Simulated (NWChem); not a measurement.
Everything below was run with NWChem. System: tin monoxide (OSn), charge 0, spin multiplicity 1, at a geometry optimised with PBE0/def2-SVP with def2 effective core potentials on Sn. Level: RHF/def2-TZVP with def2 effective core potentials on Sn.

Input file:

```
start mol
memory heap 200 mb stack 900 mb global 1100 mb
geometry units angstroms nocenter noautoz
  Sn     0.000000     0.000000     0.253566
  O      0.000000     0.000000    -1.584789
  symmetry group C2v
end
basis spherical
  * library def2-tzvp
end
ecp
  Sn library def2-ecp
end
scf
  rhf
  nopen 0
  maxiter 100
  thresh 1e-7
  semidirect memsize 60000000 filesize 0
end
task scf energy
```

NWChem printed:

```
             Northwest Computational Chemistry Package (NWChem) 7.3.0
             --------------------------------------------------------

                                NWChem Input Module
                                -------------------

 Scaling coordinates for geometry "geometry" by  1.889725989
 (inverse scale =  0.529177249)

 Turning off AUTOSYM since
 SYMMETRY directive was detected!

                             Geometry "geometry" -> ""
                             -------------------------

 Output coordinates in angstroms (scale by  1.889725989 to convert to a.u.)

  No.       Tag          Charge          X              Y              Z
 ---- ---------------- ---------- -------------- -------------- --------------
    1 Sn                  50.0000     0.00000000     0.00000000     0.25356600
    2 O                    8.0000     0.00000000     0.00000000    -1.58478900

 Effective nuclear repulsion energy (a.u.)     115.1414713697

            Nuclear Dipole moment (a.u.)
            ----------------------------
        X                 Y               Z
 ---------------- ---------------- ----------------
     0.0000000000     0.0000000000    -0.0000226767

      Symmetry information
      --------------------

 Group name             C2v
 Group number             16
 Group order               4
 No. of unique centers     2

      Symmetry unique atoms

     1    2


 Summary of "ao basis" -> "" (spherical)
 ------------------------------------------------------------------------------
       Tag                 Description            Shells   Functions and Types
 ---------------- ------------------------------  ------  ---------------------
 *                         def2-tzvp                  on all atoms

 Summary of "ao basis" -> "ao basis" (spherical)
 ------------------------------------------------------------------------------
       Tag                 Description            Shells   Functions and Types
 ---------------- ------------------------------  ------  ---------------------
 Sn                        def2-tzvp                16       50   6s5p3d2f
 O                         def2-tzvp                11       31   5s3p2d1f

                                 NWChem SCF Module
                                 -----------------

  ao basis        = "ao basis"
  functions       =    81
  atoms           =     2
  closed shells   =    15
  open shells     =     0
  charge          =   0.00
  wavefunction    = RHF
  use symmetry    = T
  symmetry adapt  = T

 Summary of "ao basis" -> "ao basis" (spherical)
 ------------------------------------------------------------------------------
       Tag                 Description            Shells   Functions and Types
 ---------------- ------------------------------  ------  ---------------------
 Sn                        def2-tzvp                16       50   6s5p3d2f
 O                         def2-tzvp                11       31   5s3p2d1f

      Symmetry analysis of basis
      --------------------------

        a1         35
        a2          8
        b1         19
        b2         19

 Forming initial guess at       0.1s

      Superposition of Atomic Density Guess
      -------------------------------------

 Sum of atomic energies:        -323.89641094

      Non-variational initial energy
      ------------------------------

 Total energy =    -287.931784
 1-e energy   =    -580.096242
 2-e energy   =     241.502211
 HOMO         =      -0.341840
 LUMO         =      -0.048453
[...]
                 1     -288.0156502471  1.78D+00  4.54D-01      0.7
                 2     -288.1905854075  3.79D-01  1.05D-01      0.7
                 3     -288.1956078618  3.34D-01  1.64D-01      0.7
                 4     -288.2154338245  1.30D-01  3.41D-02      0.7
                 5     -288.2172105742  6.16D-03  1.86D-03      0.8
                 6     -288.2172147886  2.96D-05  1.02D-05      0.8
                 7     -288.2172147888  2.21D-09  5.50D-10      0.9

       Final RHF  results
       ------------------

         Total SCF energy =   -288.217214788753
      One-electron energy =   -581.425687397984
      Two-electron energy =    242.546225206554
 Nuclear repulsion energy =     50.662247402676

        Time for solution =      0.3s

       Symmetry analysis of molecular orbitals - final
       -----------------------------------------------

  Numbering of irreducible representations:

     1 a1          2 a2          3 b1          4 b2

  Orbital symmetries:

     1 a1          2 a1          3 b2          4 b1          5 a1
     6 a1          7 a1          8 a2          9 b1         10 b2
    11 a1         12 a1         13 b2         14 b1         15 a1
    16 b1         17 b2         18 a1         19 b1         20 b2
    21 a1         22 a1         23 a2         24 a1         25 b2

             Final eigenvalues
             -----------------

              1
    1  -20.4958
    2   -5.8827
    3   -4.0743
    4   -4.0743
    5   -4.0605
    6   -1.3546
    7   -1.3441
    8   -1.3441
    9   -1.3306
   10   -1.3306
   11   -1.1417
   12   -0.5539
   13   -0.3986
   14   -0.3986
   15   -0.3821
   16    0.0083
   17    0.0083
   18    0.0897
   19    0.1804
   20    0.1804
   21    0.2255
   22    0.2789
   23    0.2789
   24    0.3177
   25    0.3537

                       ROHF Final Molecular Orbital Analysis
                       -------------------------------------

 Vector   13  Occ=2.000000D+00  E=-3.986205D-01  Symmetry=b2
              MO Center=  4.1D-32, -9.4D-16, -1.4D+00, r^2= 1.2D+00
   Bfn.  Coefficient  Atom+Function         Bfn.  Coefficient  Atom+Function
  ----- ------------  ---------------      ----- ------------  ---------------
    57      0.403980  2 O  py                60      0.369889  2 O  py
    63      0.274400  2 O  py                17      0.164827  1 Sn py

 Vector   14  Occ=2.000000D+00  E=-3.986205D-01  Symmetry=b1
              MO Center= -2.6D-16,  2.5D-31, -1.4D+00, r^2= 1.2D+00
   Bfn.  Coefficient  Atom+Function         Bfn.  Coefficient  Atom+Function
  ----- ------------  ---------------      ----- ------------  ---------------
    56      0.403980  2 O  px                59      0.369889  2 O  px
    62      0.274400  2 O  px                16      0.164827  1 Sn px

 Vector   15  Occ=2.000000D+00  E=-3.821042D-01  Symmetry=a1
              MO Center=  2.7D-16, -6.3D-16, -1.7D-01, r^2= 3.0D+00
   Bfn.  Coefficient  Atom+Function         Bfn.  Coefficient  Atom+Function
  ----- ------------  ---------------      ----- ------------  ---------------
     6      0.450301  1 Sn s                 58     -0.314273  2 O  pz
    61     -0.287241  2 O  pz                12     -0.270373  1 Sn pz
     5      0.259590  1 Sn s                 18      0.248211  1 Sn pz
    15      0.244530  1 Sn pz                 2      0.230265  1 Sn s
    64     -0.212742  2 O  pz                 3     -0.182463  1 Sn s

 Vector   16  Occ=0.000000D+00  E= 8.320388D-03  Symmetry=b1
              MO Center= -1.3D-15,  5.6D-31,  3.7D-01, r^2= 5.0D+00
   Bfn.  Coefficient  Atom+Function         Bfn.  Coefficient  Atom+Function
  ----- ------------  ---------------      ----- ------------  ---------------
    19      0.640101  1 Sn px                16      0.301117  1 Sn px
    10     -0.249022  1 Sn px                62     -0.214657  2 O  px
    13      0.213108  1 Sn px                56     -0.163869  2 O  px

 Vector   17  Occ=0.000000D+00  E= 8.320388D-03  Symmetry=b2
              MO Center= -1.4D-30,  3.6D-15,  3.7D-01, r^2= 5.0D+00
   Bfn.  Coefficient  Atom+Function         Bfn.  Coefficient  Atom+Function
  ----- ------------  ---------------      ----- ------------  ---------------
    20      0.640101  1 Sn py                17      0.301117  1 Sn py
    11     -0.249022  1 Sn py                63     -0.214657  2 O  py
    14      0.213108  1 Sn py                57     -0.163869  2 O  py

 Vector   18  Occ=0.000000D+00  E= 8.972864D-02  Symmetry=a1
              MO Center=  4.0D-16,  1.3D-15,  7.6D-01, r^2= 8.3D+00
   Bfn.  Coefficient  Atom+Function         Bfn.  Coefficient  Atom+Function
  ----- ------------  ---------------      ----- ------------  ---------------
    21      1.269379  1 Sn pz                18     -0.604702  1 Sn pz
    34      0.329212  1 Sn d  0              64     -0.181233  2 O  pz
     5     -0.160758  1 Sn s

 center of mass
 --------------
 x =   0.00000000 y =   0.00000000 z =   0.06417789

 moments of inertia (a.u.)
 ------------------
         169.976453285028           0.000000000000           0.000000000000
           0.000000000000         169.976453285028           0.000000000000
           0.000000000000           0.000000000000           0.000000000000

  Mulliken analysis of the total density
  --------------------------------------

    Atom       Charge   Shell Charges
 -----------   ------   -------------------------------------------------------
    1 Sn  22    21.18   0.29 -0.77  1.53  0.95  1.04  0.80 -0.40  6.36  0.48  0.60  0.12  8.96  1.05  0.12  0.04  0.01
    2 O    8     8.82   0.79  1.18  0.59  0.97  0.37  1.74  1.97  1.19  0.00  0.02  0.00

       Multipole analysis of the density wrt the origin
       ------------------------------------------------

     L   x y z        total         open         nuclear
     -   - - -        -----         ----         -------
     0   0 0 0      0.000000      0.000000     30.000000

     1   1 0 0     -0.000000      0.000000      0.000000
     1   0 1 0      0.000000      0.000000      0.000000
     1   0 0 1      2.108477      0.000000    -13.416790

     2   2 0 0    -19.705133      0.000000      0.000000
     2   1 1 0      0.000000      0.000000      0.000000
     2   1 0 1     -0.000000      0.000000      0.000000
     2   0 2 0    -19.705133      0.000000      0.000000
     2   0 1 1      0.000000      0.000000      0.000000
     2   0 0 2    -29.284652      0.000000     76.802720

 Task  times  cpu:        0.9s     wall:        0.9s

 Total times  cpu:        1.0s     wall:        1.0s
```
